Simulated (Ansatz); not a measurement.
`[SiH3]NCS` + `[SiH3]S` → `[SiH3]SCS` + `N[SiH3]`  (substitution at a C–N bond)

Program: Ansatz. Geometries: PBE0-D4/def2-TZVP. ΔE: electronic, gas phase. CBS: MP2 limit from def2 TZ/QZ plus the TZ coupled-cluster correction, frozen cores. This one scheme is used for every species. Functionals use def2-TZVPP. B3LYP here is the variant with VWN-RPA as its local correlation; programs differ in this. Each species was taken in one conformer, which may not be the lowest.

Problem. Is it downhill or uphill in electronic energy at CCSD(T)/CBS, and by how much? (Estimate.)

Solution. Ansatz gave: Downhill: ΔE = -0.22 eV.

Problem. What do these levels give: PBE-D4, ωB97X-V, PBE0, B3LYP, HF/def2-TZVPP, MP2/def2-TZVPP, HF/def2-QZVPP, MP2/def2-QZVPP, SCS-MP2/def2-QZVPP, HF/CBS(def2), MP2/CBS(def2), CCSD/CBS(def2)? (Best estimate.)

Solution. The calculation gave: PBE-D4 -0.21, ωB97X-V -0.18, PBE0 -0.18, B3LYP -0.13, HF/def2-TZVPP -0.07, MP2/def2-TZVPP -0.24, HF/def2-QZVPP -0.07, MP2/def2-QZVPP -0.27, SCS-MP2/def2-QZVPP -0.22, HF/CBS(def2) -0.07, MP2/CBS(def2) -0.29, CCSD/CBS(def2) -0.20 eV.

Largest T1 diagnostic among the species: 0.011.

In def2-TZVPP, CCSD(T) changes the Hartree–Fock value by −0.10 eV (the triples alone add −0.03 eV) and MP2 by −0.17 eV. The D4 term adds −0.04 eV with B3LYP and −0.02 eV with PBE0; it sums over pairs of atoms, weighted by their polarisabilities, and B3LYP, whose exchange is more repulsive, gets the larger term.
